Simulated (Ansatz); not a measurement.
Two isomers of C2H9FSi2: A = `CC([SiH3])[SiH2]F`, B = `C[SiH](C)[SiH2]F`.

Computed with Ansatz on PBE0-D4/def2-TZVP structures; ΔE is electronic, products minus reactants. CBS: MP2 limit from def2 TZ/QZ plus the TZ coupled-cluster correction, frozen cores. DFT in def2-TZVPP. B3LYP here is the variant with VWN-RPA as its local correlation; programs differ in this. Each species was taken in one conformer, which may not be the lowest.

Which is lower in electronic energy at CCSD(T)/CBS, and by how much? (Estimate.)

Computed: B, by 34.5 kJ/mol.

Give E(B) − E(A) in kJ/mol with r2SCAN-D4, HF/def2-TZVPP, CCSD/def2-TZVPP, B3LYP-D4, CCSD(T)/def2-TZVPP, PBE0-D4, B2PLYP. (Best estimate.)

Computed: r2SCAN-D4 -43.3, HF/def2-TZVPP -31.9, CCSD/def2-TZVPP -32.5, B3LYP-D4 -40.2, CCSD(T)/def2-TZVPP -32.2, PBE0-D4 -44.9, B2PLYP -37.7. None reverses the order clearly.

Largest T1 diagnostic: 0.011.

From PBE to PBE0 (25 % exact exchange), in def2-TZVPP and without D4, E(B) − E(A) moves by +4.4 kJ/mol. The D4 term adds +4.0 kJ/mol with B3LYP and +1.8 kJ/mol with PBE0; it sums over pairs of atoms, weighted by their polarisabilities, and B3LYP, whose exchange is more repulsive, gets the larger term.
